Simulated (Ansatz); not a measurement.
CH5BrFNSi, SMILES `NC[SiH](F)Br`. The species carries charge 0 and has multiplicity 1. The geometry is a stationary point of PBE0-D4/def2-TZVP. It is one conformer, not always the lowest.

```xyz
10

N     0.188    0.547   -1.505
C     0.765   -0.171   -0.370
Si   -0.320   -0.237    1.151
F    -0.640    1.262    1.601
Br   -2.252   -1.180    0.613
H    -0.026    1.504   -1.251
H    -0.684    0.117   -1.790
H     1.717    0.299   -0.096
H     1.020   -1.190   -0.678
H     0.231   -0.950    2.325
```

(1) What is the dipole moment at ωB97M-V/def2-TZVPP? (Best estimate.)

(2) And with PBE, r2SCAN, B3LYP? (An estimate is asked.)

(3) Give the Mulliken charges with ωB97M-V, B3LYP, r2SCAN in def2-TZVPP. (Best estimate.)

Answers

(1) Computed: 1.06 D, with components (0.98, -0.40, 0.11) D in this frame, pointing from negative to positive charge.

(2) The calculation gave: PBE 0.99 D, r2SCAN 1.04 D, B3LYP 1.07 D.

(3) Computed: 
```csv
atom,ωB97M-V,B3LYP,r2SCAN
N1,-0.28,-0.32,-0.34
C2,-0.23,-0.15,-0.08
Si3,0.56,0.63,0.64
F4,-0.30,-0.32,-0.32
Br5,-0.21,-0.24,-0.24
H6,0.12,0.14,0.14
H7,0.12,0.14,0.14
H8,0.12,0.10,0.07
H9,0.12,0.10,0.07
H10,-0.03,-0.08,-0.09
```

B3LYP here is the variant with VWN-RPA as its local correlation; programs differ in this.
